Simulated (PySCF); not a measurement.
Positional isomers: propene chloro+silyl. All species are isolated molecules in the gas phase. One relaxed conformer stands for each flexible species; it need not be the lowest. Strings in code marks are SMILES. All members: neutral, multiplicity 1. Level: TPSSh-D3(BJ)/def2-TZVP // CAM-B3LYP-D3(BJ)/def2-TZVP (PySCF), beside PBE-D3(BJ)/def2-TZVP // CAM-B3LYP-D3(BJ)/def2-TZVP (PySCF) at the same geometries.  Orbital energies are measured against the vacuum level.

| species | LUMO, PBE (eV) | LUMO, TPSSh-D3(BJ) (eV) |
|---|---|---|
| `C/C(Cl)=C\[SiH3]` | -1.66 | -1.16 |
| `C/C(Cl)=C/[SiH3]` | -1.59 | -1.09 |
| `C/C([SiH3])=C/Cl` | -1.51 | -0.99 |
| `C/C([SiH3])=C\Cl` | -1.38 | -0.85 |
| `C=C(Cl)C[SiH3]` (Cl–C–C–Si torsion 74°) | -1.15 | withheld |
| `[SiH3]C/C=C\Cl` (Si–C–C–C torsion 96°) | -1.06 | -0.50 |

Fit y = a + b·x, y being the LUMO at the first level, to the 5 complete rows by least squares, with x = the PBE value in eV. Give a, b and the rms residual, and predict the withheld value.

Means of the 5 rows: x̄ = -1.44, ȳ = -0.918 eV. Σ(x − x̄)² = 0.2238 and Σ(x − x̄)(y − ȳ) = 0.247, so b = 1.104 and a = ȳ − b·x̄ = 0.672 eV. The rms residual is 0.004 eV. At x = -1.15 the line gives -0.60 eV. The run for `C=C(Cl)C[SiH3]` (Cl–C–C–Si torsion 74°) gave -0.59 eV, so the line is off by 0.01 eV, more than twice the rms residual.

Codes: PySCF.
